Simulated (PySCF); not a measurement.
Polarisability as a sum over states

Species: C5H7FO2.
Cartesian coordinates in Å at the PBE0-D3(BJ)/def2-SVP level; atoms count from 1:
```xyz
15
C5H7FO2 angstrom
C     -0.5531    1.8917   -0.7320
O      0.3548    0.9420   -0.2330
C     -0.0261   -0.2967    0.0654
C     -1.4374   -0.7067   -0.2040
C      0.8718   -1.1635    0.6035
C      2.2543   -0.8323    0.9025
O      2.8636    0.1738    0.7321
F      2.8691   -1.9016    1.4640
H     -0.9859    1.5853   -1.6980
H      0.0246    2.8118   -0.8816
H     -1.3674    2.0989   -0.0188
H     -1.6869   -0.5946   -1.2710
H     -2.1486   -0.0875    0.3651
H     -1.5891   -1.7544    0.0785
H      0.5424   -2.1747    0.8365
```

Level of theory: TDDFT CAM-B3LYP/def2-SVPD, vertical, gas phase, core orbitals frozen in the response in PySCF 2.14.0, density-fitted response routines.

Computed singlets:

```tsv
state	E (eV)	f
S1	5.36	0.0026
S2	5.57	0.453
S3	6.57	0.012
S4	7.29	0.0009
S5	7.46	0.0006
S6	7.78	0.0025
S7	8.20	0.012
S8	8.22	0.039
S9	8.25	0.0003
S10	8.29	0.0010
```

Question: How much of the mean static polarisability do these states give, one by one?

Answer: Each state adds f / ΔE² (ΔE in hartree, 27.2114 eV).

| state | f/ΔE² (au) | running sum (au) | running share of α (%) |
| --- | --- | --- | --- |
| S1 | 0.07 | 0.07 | 0.1 |
| S2 | 10.82 | 10.89 | 14.9 |
| S3 | 0.21 | 11.10 | 15.2 |
| S4 | 0.01 | 11.11 | 15.2 |
| S5 | 0.01 | 11.12 | 15.2 |
| S6 | 0.03 | 11.15 | 15.3 |
| S7 | 0.13 | 11.28 | 15.5 |
| S8 | 0.43 | 11.71 | 16.0 |
| S9 | 0.00 | 11.71 | 16.0 |
| S10 | 0.01 | 11.72 | 16.1 |

The full response gives 73.00 au (10.82 Å³), so 61.3 au comes from the higher roots of the same equations.

Question: By how much does the contribution of these states grow at 589.3 nm?

Answer: With ω = 0.0773 hartree each state's term in the mean polarisability goes from f / ΔE² to f / (ΔE² − ω²); the sum over all 10 states goes from 11.72 to 13.60 au, a rise of 1.88 au. The full frequency-dependent response rises by 3.06 au, from 73.00 to 76.05 au.

The largest single term belongs to S2, which also has the largest f.

A one-level model with all 46 active electrons at a single energy would need ΔE = √(N/α) = 21.6 eV to give this α, against S1 at 5.36 eV.

One conformer stands for the species.
